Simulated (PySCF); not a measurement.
C2H7BrOSi (SMILES CCO[SiH2]Br), singlet, at a GFN2-xTB geometry, atoms displaced at random by about 0.03 Å a coordinate; TPSS/STO-3G, gradient by finite differences run with PySCF.

Input for PySCF:
```python
from pyscf import gto, scf, dft

mol = gto.Mole()
mol.atom = '''
    Si    0.513206    0.865579    0.650161
    Br    1.286167   -0.605098   -0.758771
    O    -1.100559    0.879309    0.673157
    C    -2.034624   -0.243464    0.680966
    C    -3.338769    0.261737    0.228003
    H     1.086663    0.526925    2.003240
    H     0.807320    2.191528    0.210253
    H    -2.086642   -0.556407    1.810903
    H    -1.602462   -1.045732    0.158421
    H    -3.248926    0.556421   -0.891073
    H    -3.711187    1.104428    0.828930
    H    -4.041110   -0.564307    0.241444
'''
mol.basis = 'sto-3g'
mol.charge = 0
mol.spin = 0
mol.verbose = 4
mol.build()

mf = dft.RKS(mol)
mf.xc = 'tpss'
mf.conv_tol = 1e-11
mf.kernel()
scan, done = mf.as_scanner(), []
scan.scf_summary = {}
def energy(d):
    c = mol.atom_coords()
    c[3, 1] += d
    e = scan(mol.set_geom_(c, unit='Bohr', inplace=False))
    done.append(scan.converged)
    return e
h = 1e-3
fd = (energy(h) - energy(-h)) / (2 * h)
print('dE/dx =', fd)
```

What the program printed (banner, timings and long lists left out):

```
PySCF version 2.14.0

[INPUT] verbose = 4
[INPUT] num. atoms = 12
[INPUT] num. electrons = 76
[INPUT] charge = 0
[INPUT] spin (= nelec alpha-beta = 2S) = 0
[INPUT] symmetry False subgroup None
[INPUT] Mole.unit = angstrom
[INPUT] Symbol           X                Y                Z      unit          X                Y                Z       unit  Magmom
[...]
nuclear repulsion = 418.978373414139
number of shells = 29
number of NR pGTOs = 147
number of NR cGTOs = 49
basis = sto-3g
ecp = {}

******** <class 'pyscf.dft.rks.RKS'> ********
method = RKS
initial guess = minao
damping factor = 0
level_shift factor = 0
DIIS = <class 'pyscf.scf.diis.CDIIS'>
diis_start_cycle = 1
diis_space = 8
diis_damp = 0
SCF conv_tol = 1e-11
SCF conv_tol_grad = None
SCF max_cycles = 50
direct_scf = True
direct_scf_tol = 1e-13
XC library pyscf.dft.libxc version 7.1.2
    S. Lehtola, C. Steigemann, M. J. T. Oliveira, and M. A. L. Marques,  SoftwareX 7, 1–5 (2018)
XC functionals = tpss
    J. Tao, J. P. Perdew, V. N. Staroverov, and G. E. Scuseria,  Phys. Rev. Lett. 91, 146401 (2003)
    J. P. Perdew, J. Tao, V. N. Staroverov, and G. E. Scuseria,  J. Chem. Phys. 120, 6898 (2004)
    J. Tao, J. P. Perdew, V. N. Staroverov, and G. E. Scuseria,  Phys. Rev. Lett. 91, 146401 (2003)
    J. P. Perdew, J. Tao, V. N. Staroverov, and G. E. Scuseria,  J. Chem. Phys. 120, 6898 (2004)
radial grids:
    Treutler-Ahlrichs [JCP 102, 346 (1995); DOI:10.1063/1.469408] (M4) radial grids

becke partition: Becke, JCP 88, 2547 (1988); DOI:10.1063/1.454033
pruning grids: <function nwchem_prune>
grids dens level: 3
symmetrized grids: False
atomic radii adjust function: <function treutler_atomic_radii_adjust>
small_rho_cutoff = 0
Set gradient conv threshold to 3.16228e-06
Initial guess from minao.
tot grids = 150584
init E= -2982.60124083554
[...]
cycle= 1 E= -2985.65230156838  delta_E= -3.05  |g|= 0.635  |ddm|= 4.04
[...]
cycle= 2 E= -2985.32386779046  delta_E= 0.328  |g|= 1.33  |ddm|= 2.87
[...]
cycle= 3 E= -2985.80731385468  delta_E= -0.483  |g|= 0.159  |ddm|= 2.01
[...]
cycle= 4 E= -2985.81880737382  delta_E= -0.0115  |g|= 0.0606  |ddm|= 0.508
[...]
cycle= 5 E= -2985.82021602506  delta_E= -0.00141  |g|= 0.00633  |ddm|= 0.109
[...]
cycle= 6 E= -2985.82023303546  delta_E= -1.7e-05  |g|= 0.00171  |ddm|= 0.015
[...]
cycle= 7 E= -2985.82023393023  delta_E= -8.95e-07  |g|= 0.000333  |ddm|= 0.00258
[...]
cycle= 8 E= -2985.82023397399  delta_E= -4.38e-08  |g|= 4.94e-05  |ddm|= 0.000694
[...]
cycle= 9 E= -2985.82023397508  delta_E= -1.09e-09  |g|= 1.26e-05  |ddm|= 0.000121
[...]
cycle= 10 E= -2985.82023397512  delta_E= -3.91e-11  |g|= 2.51e-06  |ddm|= 2.37e-05
[...]
cycle= 11 E= -2985.82023397513  delta_E= -9.09e-12  |g|= 2.91e-07  |ddm|= 4.38e-06
[...]
Extra cycle  E= -2985.82023397513  delta_E= -4.55e-13  |g|= 2.18e-07  |ddm|= 1.21e-06
converged SCF energy = -2985.82023397513
Create scanner for <class 'pyscf.dft.rks.RKS'>

WARN: Mole.unit (angstrom) is changed to Bohr

New geometry
   1 Si     0.513206000000   0.865579000000   0.650161000000 AA    0.969818785484   1.635707249175   1.228626226873 Bohr
   2 Br     1.286167000000  -0.605098000000  -0.758771000000 AA    2.430503380453  -1.143469498522  -1.433869381262 Bohr
   3 O     -1.100559000000   0.879309000000   0.673157000000 AA   -2.079755093925   1.661653188865   1.272082368834 Bohr
   4 C     -2.034624000000  -0.242934822789   0.680966000000 AA   -3.844882126467  -0.459080281191   1.286839240141 Bohr
   5 C     -3.338769000000   0.261737000000   0.228003000000 AA   -6.309359003188   0.494611246665   0.430863225579 Bohr
   6 H      1.086663000000   0.526925000000   2.003240000000 AA    2.053495459698   0.995743938186   3.785574961774 Bohr
   7 H      0.807320000000   2.191528000000   0.210253000000 AA    1.525613694884   4.141387714316   0.397320586868 Bohr
   8 H     -2.086642000000  -0.556407000000   1.810903000000 AA   -3.943181900015  -1.051456843791   3.422110708153 Bohr
   9 H     -1.602462000000  -1.045732000000   0.158421000000 AA   -3.028214305023  -1.976147079694   0.299372302380 Bohr
  10 H     -3.248926000000   0.556421000000  -0.891073000000 AA   -6.139580338979   1.051483299957  -1.683883926995 Bohr
  11 H     -3.711187000000   1.104428000000   0.828930000000 AA   -7.013127027046   2.087066444301   1.566450676436 Bohr
  12 H     -4.041110000000  -0.564307000000   0.241444000000 AA   -7.636591139241  -1.066385680175   0.456263034419 Bohr

******** <class 'pyscf.scf.hf.RKS_Scanner'> ********
method = RKS_Scanner
initial guess = minao
damping factor = 0
level_shift factor = 0
DIIS = <class 'pyscf.scf.diis.CDIIS'>
diis_start_cycle = 1
diis_space = 8
diis_damp = 0
SCF conv_tol = 1e-11
SCF conv_tol_grad = None
SCF max_cycles = 50
direct_scf = True
direct_scf_tol = 1e-13
XC library pyscf.dft.libxc version 7.1.2
    S. Lehtola, C. Steigemann, M. J. T. Oliveira, and M. A. L. Marques,  SoftwareX 7, 1–5 (2018)
XC functionals = tpss
    J. Tao, J. P. Perdew, V. N. Staroverov, and G. E. Scuseria,  Phys. Rev. Lett. 91, 146401 (2003)
    J. P. Perdew, J. Tao, V. N. Staroverov, and G. E. Scuseria,  J. Chem. Phys. 120, 6898 (2004)
    J. Tao, J. P. Perdew, V. N. Staroverov, and G. E. Scuseria,  Phys. Rev. Lett. 91, 146401 (2003)
    J. P. Perdew, J. Tao, V. N. Staroverov, and G. E. Scuseria,  J. Chem. Phys. 120, 6898 (2004)
radial grids:
    Treutler-Ahlrichs [JCP 102, 346 (1995); DOI:10.1063/1.469408] (M4) radial grids

becke partition: Becke, JCP 88, 2547 (1988); DOI:10.1063/1.454033
pruning grids: <function nwchem_prune>
grids dens level: 3
symmetrized grids: False
atomic radii adjust function: <function treutler_atomic_radii_adjust>
small_rho_cutoff = 0
Set gradient conv threshold to 3.16228e-06
tot grids = 150584
init E= -2985.82031027601
[...]
cycle= 1 E= -2985.82025975352  delta_E= 5.05e-05  |g|= 0.000321  |ddm|= 0.00174
[...]
cycle= 2 E= -2985.82025973391  delta_E= 1.96e-08  |g|= 0.000405  |ddm|= 0.00118
[...]
cycle= 3 E= -2985.82025978997  delta_E= -5.61e-08  |g|= 7.89e-05  |ddm|= 0.000792
[...]
cycle= 4 E= -2985.82025979189  delta_E= -1.92e-09  |g|= 2.05e-05  |ddm|= 0.000137
[...]
cycle= 5 E= -2985.82025979203  delta_E= -1.41e-10  |g|= 8.6e-07  |ddm|= 2.75e-05
[...]
cycle= 6 E= -2985.82025979202  delta_E= 1.09e-11  |g|= 2.44e-07  |ddm|= 1.96e-06
[...]
cycle= 7 E= -2985.82025979203  delta_E= -7.28e-12  |g|= 2.7e-08  |ddm|= 5.16e-07
[...]
Extra cycle  E= -2985.82025979203  delta_E= 9.09e-13  |g|= 2.46e-08  |ddm|= 1e-07
converged SCF energy = -2985.82025979203

WARN: Mole.unit (angstrom) is changed to Bohr

New geometry
   1 Si     0.513206000000   0.865579000000   0.650161000000 AA    0.969818785484   1.635707249175   1.228626226873 Bohr
   2 Br     1.286167000000  -0.605098000000  -0.758771000000 AA    2.430503380453  -1.143469498522  -1.433869381262 Bohr
   3 O     -1.100559000000   0.879309000000   0.673157000000 AA   -2.079755093925   1.661653188865   1.272082368834 Bohr
   4 C     -2.034624000000  -0.243993177211   0.680966000000 AA   -3.844882126467  -0.461080281191   1.286839240141 Bohr
   5 C     -3.338769000000   0.261737000000   0.228003000000 AA   -6.309359003188   0.494611246665   0.430863225579 Bohr
   6 H      1.086663000000   0.526925000000   2.003240000000 AA    2.053495459698   0.995743938186   3.785574961774 Bohr
   7 H      0.807320000000   2.191528000000   0.210253000000 AA    1.525613694884   4.141387714316   0.397320586868 Bohr
   8 H     -2.086642000000  -0.556407000000   1.810903000000 AA   -3.943181900015  -1.051456843791   3.422110708153 Bohr
   9 H     -1.602462000000  -1.045732000000   0.158421000000 AA   -3.028214305023  -1.976147079694   0.299372302380 Bohr
  10 H     -3.248926000000   0.556421000000  -0.891073000000 AA   -6.139580338979   1.051483299957  -1.683883926995 Bohr
  11 H     -3.711187000000   1.104428000000   0.828930000000 AA   -7.013127027046   2.087066444301   1.566450676436 Bohr
  12 H     -4.041110000000  -0.564307000000   0.241444000000 AA   -7.636591139241  -1.066385680175   0.456263034419 Bohr

******** <class 'pyscf.scf.hf.RKS_Scanner'> ********
method = RKS_Scanner
initial guess = minao
damping factor = 0
level_shift factor = 0
DIIS = <class 'pyscf.scf.diis.CDIIS'>
diis_start_cycle = 1
diis_space = 8
diis_damp = 0
SCF conv_tol = 1e-11
SCF conv_tol_grad = None
SCF max_cycles = 50
direct_scf = True
direct_scf_tol = 1e-13
XC library pyscf.dft.libxc version 7.1.2
    S. Lehtola, C. Steigemann, M. J. T. Oliveira, and M. A. L. Marques,  SoftwareX 7, 1–5 (2018)
XC functionals = tpss
    J. Tao, J. P. Perdew, V. N. Staroverov, and G. E. Scuseria,  Phys. Rev. Lett. 91, 146401 (2003)
    J. P. Perdew, J. Tao, V. N. Staroverov, and G. E. Scuseria,  J. Chem. Phys. 120, 6898 (2004)
    J. Tao, J. P. Perdew, V. N. Staroverov, and G. E. Scuseria,  Phys. Rev. Lett. 91, 146401 (2003)
    J. P. Perdew, J. Tao, V. N. Staroverov, and G. E. Scuseria,  J. Chem. Phys. 120, 6898 (2004)
radial grids:
    Treutler-Ahlrichs [JCP 102, 346 (1995); DOI:10.1063/1.469408] (M4) radial grids

becke partition: Becke, JCP 88, 2547 (1988); DOI:10.1063/1.454033
pruning grids: <function nwchem_prune>
grids dens level: 3
symmetrized grids: False
atomic radii adjust function: <function treutler_atomic_radii_adjust>
small_rho_cutoff = 0
Set gradient conv threshold to 3.16228e-06
tot grids = 150584
init E= -2985.82010682809
[...]
cycle= 1 E= -2985.82020732437  delta_E= -0.0001  |g|= 0.000642  |ddm|= 0.00349
[...]
cycle= 2 E= -2985.82020724539  delta_E= 7.9e-08  |g|= 0.000811  |ddm|= 0.00237
[...]
cycle= 3 E= -2985.8202074702  delta_E= -2.25e-07  |g|= 0.000158  |ddm|= 0.00159
[...]
cycle= 4 E= -2985.82020747791  delta_E= -7.71e-09  |g|= 4.1e-05  |ddm|= 0.000273
[...]
cycle= 5 E= -2985.82020747844  delta_E= -5.32e-10  |g|= 1.73e-06  |ddm|= 5.51e-05
[...]
cycle= 6 E= -2985.82020747846  delta_E= -1.77e-11  |g|= 4.93e-07  |ddm|= 3.93e-06
[...]
cycle= 7 E= -2985.82020747845  delta_E= 5.46e-12  |g|= 5.39e-08  |ddm|= 1.04e-06
[...]
Extra cycle  E= -2985.82020747843  delta_E= 1.96e-11  |g|= 4.86e-08  |ddm|= 1.97e-07
converged SCF energy = -2985.82020747843
dE/dx = -0.026156796820941963
```
